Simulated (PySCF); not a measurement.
Computed IR spectrum (relative IR intensity) of a molecule C3H2F3, multiplicity 2. Geometry optimised at PBE0-D3(BJ)/def2-SVP. One conformer was computed; it need not be the lowest. Computed with PySCF with PBE0-D3(BJ)/def2-SVP. Frequencies are harmonic and unscaled.

Lines under 2 % of the strongest are left out, and lines within 2 cm⁻¹ are merged.

```tsv
ν (cm⁻¹)	relative intensity
339	2.2
561	3.1
627	5.1
721	9.1
786	6.3
904	7.6
1172	18
1230	100
1300	71
1339	79
1736	8.2
```

Q: Which structure fits?
A. C=C(F)[C](F)F
B. F/C=C/[C](F)F
C. [CH]=CC(F)(F)F
D. C=[C]C(F)(F)F

A: C, [CH]=CC(F)(F)F
